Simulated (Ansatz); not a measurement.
Geometry optimisation, Ansatz 0.2.0, RKS PBE0/def2-SVP.

input.yaml

```yaml
crystal:
  periodic: [false, false, false]
  atoms:
    - { symbol: Hf, position_ang: [-0.140891, -0.245456, 0.14854] }
    - { symbol: Cl, position_ang: [-0.065408, -0.117628, 2.636456] }
    - { symbol: O, position_ang: [1.592703, -0.466876, -0.629324] }
    - { symbol: H, position_ang: [2.376461, -0.660918, -1.142414] }
    - { symbol: O, position_ang: [-1.113881, 1.206313, -0.62844] }
    - { symbol: H, position_ang: [-1.644661, 1.826833, -1.125491] }
    - { symbol: O, position_ang: [-1.124875, -1.837911, -0.213] }
    - { symbol: H, position_ang: [-1.627222, -2.613819, -0.442099] }
    - { symbol: Br, position_ang: [1.816987, 2.902853, 1.364674] }
    - { symbol: H, position_ang: [1.289987, 2.054709, 2.484197] }
basis:
  gaussian: { orbitals: def2-SVP }
hamiltonian:
  xc: pbe0
relax:
  f_tol: 0.03
  max_steps: 50
```

Command:

```bash
$ ansatz run input.yaml --threads 4 --pin off --max-ram 5120MiB --backend cpu --events-out ev --progress --plain --runs-dir out
```

**Question.** Where does it end, and by what steps?

**Answer.** The forces met the threshold. After 6 steps the energy has fallen by 0.138 eV; Br9 moved furthest, 0.40 Å.

```json
{"step": "0", "energy less start (eV)": "0.0000", "largest force component (eV/Å)": "1.118", "accepted": "yes"}
{"step": "1", "energy less start (eV)": "-0.0546", "largest force component (eV/Å)": "0.773", "accepted": "yes"}
{"step": "2", "energy less start (eV)": "-0.1054", "largest force component (eV/Å)": "0.266", "accepted": "yes"}
{"step": "3", "energy less start (eV)": "-0.1176", "largest force component (eV/Å)": "0.145", "accepted": "yes"}
{"step": "4", "energy less start (eV)": "-0.1292", "largest force component (eV/Å)": "0.174", "accepted": "yes"}
{"step": "5", "energy less start (eV)": "-0.1371", "largest force component (eV/Å)": "0.135", "accepted": "yes"}
{"step": "6", "energy less start (eV)": "-0.1382", "largest force component (eV/Å)": "0.018", "accepted": "yes"}
```

```xyz
10
Properties=species:S:1:pos:R:3
Hf -0.215 -0.358 0.120
Cl 0.013 0.006 2.493
O 1.527 -0.532 -0.648
H 2.374 -0.501 -1.088
O -1.146 1.128 -0.642
H -1.505 1.896 -1.082
O -1.214 -1.968 -0.162
H -1.691 -2.745 -0.445
Br 1.961 3.116 1.667
H 1.256 2.004 2.241
```

Whether the end is a true minimum wasn't checked by a vibrational analysis.

The run took 19 s on 4 threads of Intel(R) Xeon(R) 6975P-C (Granite Rapids) (shared host), peak memory 0.48 GiB.
